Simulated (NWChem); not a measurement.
# CH₃BrSTe; SMILES CS[Te]Br

```xyz
7

Te     0.8534     0.2867    -0.0584
Br    -0.4726    -1.8779     0.0382
S     -0.7433     1.8893     0.6418
C     -1.7019     2.2577    -0.8573
H     -1.0604     2.6376    -1.6631
H     -2.4221     3.0372    -0.5658
H     -2.2518     1.3683    -1.1927
```
Atoms are numbered in this order, from 1.

All runs: NWChem. Coordinates come from a PBE0/def2-SVP optimisation. Not confirmed as a minimum by frequencies. def2 effective core potentials on Te; no spin-orbit coupling. Ions are spin-unrestricted doublets at the neutral geometry; other ion states weren't tried.

Problem. What does the run give for PBE/def2-SVP? Quantities: vertical ionisation energy, ΔSCF (eV); −ε(HOMO) (eV).

Solution. 
```json
{
  "vertical ionisation energy, ΔSCF (eV)": "8.13",
  "−ε(HOMO) (eV)": "5.28"
}
```
